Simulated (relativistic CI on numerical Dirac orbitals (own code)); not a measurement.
Computed by Dirac-Coulomb-Breit CI, separate exchange-only KLI orbitals for each configuration, model QED, unscaled Slater integrals (own radial code, finite nucleus).

The strongest absorption lines from the ground level of an ion, among the configurations computed and to levels below about 15500 eV (vacuum wavelength in nm, gf): 0.08033 (0.099), 0.08136 (0.063), 0.09425 (0.0001), 0.10429 (0.34), 0.10731 (0.00066), 0.10861 (0.27), 0.67240 (0.27), 5.8613 (0.0087).

(1) Which ion is it?
A. Tm65+
B. Re73+
C. Re71+
D. Re69+

Results:

(1) C. Re71+ has 4 electrons and the ground level 2s² ¹S0; the strongest line goes to 2s3p ¹P°1. The pattern of lines fixes the number of electrons, and along that sequence the line energies rise steadily with the charge (about as its square where n changes within one kind of shell, about linearly where n is kept but much faster in heavy ions where fine structure, which grows about as Z⁴, sets the gap, and irregularly where shells cross), which fixes Z. Configurations outside the model, such as inner-shell arrays, can give stronger lines. At this charge energies of transitions that change n are usually good to better than 1 %, and those within a shell (Δn = 0) to a few per cent.

LS names give the leading component of a level, which can be under half, so a name can repeat, a term be missing and a line seem to break the LS rules.
